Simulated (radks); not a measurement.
Values are calculated unless marked as measured or tabulated.
How relativity changes the ionisation of the lithium ion Li+ ([He]) to Li2+ (1s1). Spin-unpolarised spherical Kohn-Sham, BLYP, point nucleus unless stated (finite: rms radius 2.444 fm), a radial shooting solver on a logarithmic mesh with Libxc functionals. A level marked "c x" has the speed of light scaled by that factor.

level,E(Li+) (hartree),E(Li2+) (hartree),IE (eV),HOMO,<r> HOMO (bohr)
non-rel.,-7.27943,-4.35423,79.599,1s,0.5789
scalar-rel.,-7.28025,-4.35475,79.607,1s,0.5788
"scalar-rel., finite nucleus",-7.28025,-4.35475,79.607,1s,0.5788
Dirac,-7.28025,-4.35475,79.607,1s1/2,0.5788
"Dirac, finite nucleus",-7.28025,-4.35475,79.607,1s1/2,0.5788
"Dirac, c x 3",-7.27952,-4.35429,79.600,1s1/2,0.5789
"Dirac, c x 10",-7.27944,-4.35423,79.599,1s1/2,0.5789
"Dirac, c x 100",-7.27943,-4.35423,79.599,1s1/2,0.5789

NIST Atomic Spectra Database: 75.640 eV (theoretical). The relativistic part of the total energy of Li+ is -0.0008184 hartree (Dirac, finite nucleus), 0.011 % of the non-relativistic value. Spin polarisation and multiplet splitting of open shells are left out at every level.

Beside tabulated values, note that spin-unpolarised runs miss the spin-polarisation part of the exchange energy of open shells.
